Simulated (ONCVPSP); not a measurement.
copper (Cu): ONCV pseudisation with PBE, scalar-relativistic reference atom.

ONCVPSP 4.0.1 was run on this input:

```
# ATOM AND REFERENCE CONFIGURATION
# atsym  z   nc   nv     iexc    psfile
  Cu 29.00    5    2        4      upf
#
#   n    l    f
    1    0    2.00
    2    0    2.00
    2    1    6.00
    3    0    2.00
    3    1    6.00
    3    2   10.00
    4    0    1.00
#
# PSEUDOPOTENTIAL AND OPTIMIZATION
# lmax
    2
#
#   l,   rc,      ep,       ncon, nbas, qcut
    0    1.85    0.00    3    6    3.20
    1    1.95    0.12    3    7    5.00
    2    1.20    0.00    3    8   15.50
#
# LOCAL POTENTIAL
# lloc, lpopt,  rc(5),   dvloc0
    4    3    0.80    0.00
#
# VANDERBILT-KLEINMAN-BYLANDER PROJECTORs
# l, nproj, debl
    0    2    0.40
    1    2    2.00
    2    1    3.20
#
# MODEL CORE CHARGE
# icmod, fcfact, rcfact
    0    0.00    0.00
#
# LOG DERIVATIVE ANALYSIS
# epsh1, epsh2, depsh
   -2.00    5.00    0.02
#
# OUTPUT GRID
# rlmax, drl
    6.00    0.01
#
# TEST CONFIGURATIONS
# ncnf
    4
# nvcnf
#   n    l    f
    2
    3    2   10.00
    4    0    0.00
#
    2
    3    2    9.00
    4    0    0.00
#
    2
    3    2    8.00
    4    0    0.00
#
    2
    3    2    7.00
    4    0    0.00
#
```

Command:

```bash
oncvpsp.x < Cu.dat > Cu.out
```

The program printed (shortened: citation, most of the input echo, consistency checks and plot data are left out):

```
ONCVPSP  (Optimized Norm-Conservinng Vanderbilt PSeudopotential)
scalar-relativistic version 4.0.1

#   n    l    f        energy (Ha)
    1    0    2.00    -3.2527452E+02
    2    0    2.00    -3.9045224E+01
    2    1    6.00    -3.3698282E+01
    3    0    2.00    -4.2152924E+00
    3    1    6.00    -2.6512387E+00
    3    2   10.00    -1.8516466E-01
    4    0    1.00    -1.6941097E-01

Reference configufation results
  iterations    31
  all-electron total energy (Ha)   -1.65484922D+03

Begin loop to  construct optimized pseudo wave functions
and semi-local pseudopoentials for all angular momenta

   Wellstate for l =  0  n =  5
     eigenvalue =   0.2306
     asymptotic potential =   0.7306
     half-point radius =  7.6303

Calculating optimized projector #   1

 for l=   0

    Fraction of norm inside rc  0.178904
    Optimizing pswf for qcut=   3.20 a_B^-1,  ecut=   5.13 Ha
    Residual kinetic energy error=  9.61D-04 Ha

    Energy error per electron        Cutoff
         Ha          eV             Ha
         0.01000     0.27211        2.98
         0.00100     0.02721        5.21
         0.00010     0.00272       19.43
         0.00001     0.00027       27.95

Calculating optimized projector #   2

 for l=   0

    Fraction of norm inside rc  0.096937
    Optimizing pswf for qcut=   3.20 a_B^-1,  ecut=   5.13 Ha
    Residual kinetic energy error=  8.62D-04 Ha

    Energy error per electron        Cutoff
         Ha          eV             Ha
         0.01000     0.27211        2.86
         0.00100     0.02721        5.08
         0.00010     0.00272       20.09
         0.00001     0.00027       41.87

   Wellstate for l =  1  n =  4
     eigenvalue =   0.1200
     asymptotic potential =   0.6200
     half-point radius =  4.2588

   Wellstate for l =  1  n =  6
     eigenvalue =   2.1200
     asymptotic potential =   2.6200
     half-point radius =  4.3458

Calculating optimized projector #   1

 for l=   1

    Fraction of norm inside rc  0.170414
    Optimizing pswf for qcut=   5.00 a_B^-1,  ecut=  12.51 Ha
    Residual kinetic energy error=  5.08D-06 Ha

    Energy error per electron        Cutoff
         Ha          eV             Ha
         0.01000     0.27211        1.38
         0.00100     0.02721        4.60
         0.00010     0.00272        6.85
         0.00001     0.00027        9.37

Calculating optimized projector #   2

 for l=   1

    Fraction of norm inside rc  0.139608
    Optimizing pswf for qcut=   5.00 a_B^-1,  ecut=  12.51 Ha
    Residual kinetic energy error=  1.18D-03 Ha

    Energy error per electron        Cutoff
         Ha          eV             Ha
         0.01000     0.27211        5.44
         0.00100     0.02721       13.80
         0.00010     0.00272       58.39

Calculating optimized projector #   1

 for l=   2

    Fraction of norm inside rc  0.704872
    Optimizing pswf for qcut=  15.50 a_B^-1,  ecut= 120.09 Ha
    Residual kinetic energy error=  1.14D-05 Ha

    Energy error per electron        Cutoff
         Ha          eV             Ha
         0.01000     0.27211       68.83
         0.00100     0.02721       82.82
         0.00010     0.00272       94.97
         0.00001     0.00027      161.19

Construct Vanderbilt / Kleinmman-Bylander projectors

B matrix Hermiticity error, ll=   0
   1   2    9.4892E-06

  Orthonormal projector coefficients  9.0129E+00  1.3943E+00

B matrix Hermiticity error, ll=   1
   1   2   -7.4831E-05

  Orthonormal projector coefficients  5.9075E+00  6.6723E-01

Pseudoatom total energy  -48.847417

Diagnostic tests using Vanderbilt-Kleinman-Bylander pseudopotentials
  1 or more projectors used as specified by nproj input data

   l    rcore       rmatch      e in        delta e   norm test  slope test

   0   1.8572085   1.9135974  -0.1694110   0.0000083   1.0000246   0.9998766
   0   1.8572085   1.9135974   0.2305890   0.0001123   1.0000094   1.0000094

   1   1.9599387   2.0194467   0.1200000  -0.0000558   0.9999750   0.9999750
   1   1.9599387   2.0194467   2.1200000   0.0002025   1.0003946   1.0003946

   2   1.2000741   1.2365110  -0.1851647  -0.0000038   1.0000002   1.0000071

 Testing for bound ghosts
   n   l    E NL Schr. Eq   E Basis Diag.   E Cutoff

       0                       -3.303624     35.99  WARNING - GHOST(-)
   1   0       -0.169403       -0.146798     35.99

   2   1       -0.025620        0.045471     57.17

   3   2       -0.185168       -0.175228    179.20

 Testing for highly-localized positive-energy ghosts
       l    <radius>/rc     E Basis Diag.   E Cutoff

       1        0.300089        2.395763     57.17  WARNING - GHOST(+)

Test configuration 0

   n   l     f        eae           eps        diff
   1   0  2.0000 -325.27451999
   2   0  2.0000  -39.04522397
   2   1  6.0000  -33.69828223
   3   0  2.0000   -4.21529237
   3   1  6.0000   -2.65123870
   3   2 10.0000   -0.18516466   -0.18516849   -3.82D-06
   4   0  1.0000   -0.16941097   -0.16940265    8.32D-06

    Total energies and differences
      AE_ref= -1.65484922D+03  AE_tst= -1.65484922D+03  dif=  0.00D+00
      PS_ref= -4.88474172D+01  PS_tst= -4.88474172D+01  dif=  4.26D-13
      PSP excitation error= -4.26D-13

Test configuration 1

   n   l     f        eae           eps        diff
   1   0  2.0000 -325.59186900
   2   0  2.0000  -39.35290449
   2   1  6.0000  -34.00678728
   3   0  2.0000   -4.53200588
   3   1  6.0000   -2.96913099
   3   2 10.0000   -0.50194273   -0.49956027    2.38D-03

    Total energies and differences
      AE_ref= -1.65484922D+03  AE_tst= -1.65454971D+03  dif=  3.00D-01
      PS_ref= -4.88474172D+01  PS_tst= -4.85480184D+01  dif=  2.99D-01
      PSP excitation error=  1.14D-04

Test configuration 2

   n   l     f        eae           eps        diff
   1   0  2.0000 -326.21755518
   2   0  2.0000  -39.99094519
   2   1  6.0000  -34.64342349
   3   0  2.0000   -5.15541721
   3   1  6.0000   -3.58743895
   3   2  9.0000   -1.08881248   -1.08846689    3.46D-04

    Total energies and differences
      AE_ref= -1.65484922D+03  AE_tst= -1.65376575D+03  dif=  1.08D+00
      PS_ref= -4.88474172D+01  PS_tst= -4.77660510D+01  dif=  1.08D+00
      PSP excitation error=  2.10D-03

Test configuration 3

psatom: WARNING lschvkbb convergence error n,l,iter=   3   2   3
ea(ii),et,emin,emax -1.851685E-01 -2.036853E-01 -2.036853E-01 -2.036853E-01
run_config: WARNING for fully non-local PS atom, stg. 1
 WARNING no output for configuration 4

Test configuration 4

psatom: WARNING lschvkbb convergence error n,l,iter=   3   2   3
ea(ii),et,emin,emax -1.851685E-01 -2.036853E-01 -2.036853E-01 -2.036853E-01
run_config: WARNING for fully non-local PS atom, stg. 1
 WARNING no output for configuration 5
```

Note: ghosts flagged at negative energy: s at -89.9 eV; GHOST(+) flagged for p at 65.2 eV. A true bound ghost makes a file unfit for plane-wave use.

The run took about 2.5 s on one core of a shared server CPU.
